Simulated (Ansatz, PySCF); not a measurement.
Molecule: sum formula SiPH5, charge 0, multiplicity 1. SMILES: [SiH3]P
Geometry: optimised at B3LYP-D3(BJ)/def2-TZVP (Ansatz, a first-principles code).

Wanted: vertical triplet-singlet gap (E(triplet) - E(singlet); each state is the SCF solution reached for its spin), in eV. Correlated levels leave the core frozen unless marked. UHF or UKS for open shells. Spin-orbit coupling is left out. No relativistic terms. 

```tsv
level	program	vertical triplet-singlet gap (eV)
HF/def2-SVPD	Ansatz	5.39
HF/def2-QZVPPD	Ansatz	5.15
PBE/def2-TZVPD	Ansatz	5.32
r2SCAN/def2-TZVPD	Ansatz	5.38
B3LYP/def2-TZVPD	Ansatz	5.49
BHLYP/def2-TZVPD	Ansatz	5.58
M06-2X/def2-TZVPD	PySCF	5.63
CAM-B3LYP/def2-TZVPD	Ansatz	5.59
wB97M-V/def2-TZVPD	Ansatz	5.74
B2PLYP/def2-TZVPD	Ansatz	5.62
MP2/aug-cc-pV(D+d)Z	Ansatz	5.76
MP2/def2-SVPD	Ansatz	5.88
RI-MP2/def2-TZVPPD	Ansatz	5.81
RI-MP2/def2-QZVPPD	Ansatz	5.81
SCS-MP2/aug-cc-pV(D+d)Z	Ansatz	5.83
SCS-MP2/def2-TZVPPD	Ansatz	5.88
CCSD/aug-cc-pV(D+d)Z	Ansatz	5.69
CCSD/def2-SVPD	Ansatz	5.80
CCSD/def2-TZVPPD	Ansatz	5.70
CCSD(T)/aug-cc-pV(D+d)Z	Ansatz	5.69
```
